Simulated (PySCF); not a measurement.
## Co¹⁰⁺: ionisation energy

Co¹⁰⁺ [Ne] 3s2 3p5 [3p1/2^2 3p3/2^3, M_J = 3/2] → Co¹¹⁺ [Ne] 3s2 3p4 [3p1/2^2 3p3/2^2, M_J = 2], as a difference of total energies. Computed with PySCF 2.14 in an uncontracted even-tempered set (20 s from 0.64 bohr⁻², ratio 2.4; 14 p from 0.83 bohr⁻², ratio 2.4; 5 d from 5.2 bohr⁻², ratio 2.6; 4 f from 7.8 bohr⁻², ratio 2.6), with the two-component X2C-1e Hamiltonian. Correlated levels: 1s2 frozen; the 52 highest virtual spinors dropped. "Screened" scales the spin-orbit matrix elements by Boettger's factors to mimic the two-electron term; Breit and QED terms are absent.

Order these methods by the ionisation energy they give, lowest first.
A. GMP2 (screened spin-orbit)
B. GHF (spin-free)
C. GHF (screened spin-orbit)
D. GMP2 (spin-free)

C (303.51 eV), B (303.83 eV), A (304.38 eV), D (304.70 eV).

The labels give the starting determinants; with spin-orbit coupling the two ends relaxed to ⟨J²⟩ = 3.75, ⟨L²⟩ = 2.00, ⟨S²⟩ = 0.75 and ⟨J²⟩ = 6.01, ⟨L²⟩ = 2.22, ⟨S²⟩ = 1.89.

For comparison: 305.32 ± 0.23 eV (semi-empirical (NIST evaluation); NIST Atomic Spectra Database, ionization energies).
